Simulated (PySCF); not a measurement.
SMILES C[Si](C)(C)CCl (C₄H₁₁ClSi) at its GFN2-xTB optimised geometry (Å):

```
17

C      1.9240    -0.6862     0.0000
Si     0.0171    -0.6862     0.0000
C     -0.6659    -1.5131    -1.5727
C     -0.6684    -1.5112     1.5725
C     -0.5418     1.1579     0.0000
Cl    -2.3243     1.2621     0.0103
H      2.3239    -0.1786    -0.8724
H      2.3243    -0.1914     0.8795
H      2.3096    -1.7004    -0.0075
H     -0.4267    -2.5715    -1.5964
H     -0.2529    -1.0633    -2.4708
H     -1.7460    -1.4183    -1.6255
H     -0.4080    -2.5645     1.6103
H     -1.7511    -1.4380     1.6103
H     -0.2765    -1.0434     2.4711
H     -0.2006     1.7004     0.8786
H     -0.2112     1.6973    -0.8845
```

Calculation: CAM-B3LYP/def2-SVP (PySCF).

Map of the HOMO−1 amplitude (bohr^(-3/2)) on the plane z = 1.0 Å; orbital energy -9.41 eV, overall sign arbitrary:

```
|333333333333333333333333333|
|333333333333333333333333333|
|333333333333333333333333333|
|333334443333333333333333333|
|333444444333333333333333333|
|334444444433333333333333333|
|344445554433223333333333333|
|344456665432112333333333333|
|444567886532002333333333333|
|444568997532002333333333333|
|444568997532122333333333333|
|444567876543223333333333333|
|344455665443333333333333333|
|344445554443333333333333333|
|334444444444444333333333333|
|333444444444444443333333333|
|333333333444444444333333333|
|333333333344544444333333333|
|333333333344444444333333333|
|333333333334444443333333333|
|333333333334444433333333333|
|333333333333343333333333333|
|333333333333333333333333333|
|333333333333333333333333333|
|333333333333333333333333333|
|333333333333333333333333333|
|333333333333333333333333333|
```
Scale: ten equal steps from -0.106 (start of '0') to 0.164 (end of '9'), in the order '0123456789'; x runs from -4.50 to 4.50, y from -4.50 (bottom) to 4.50 (top).
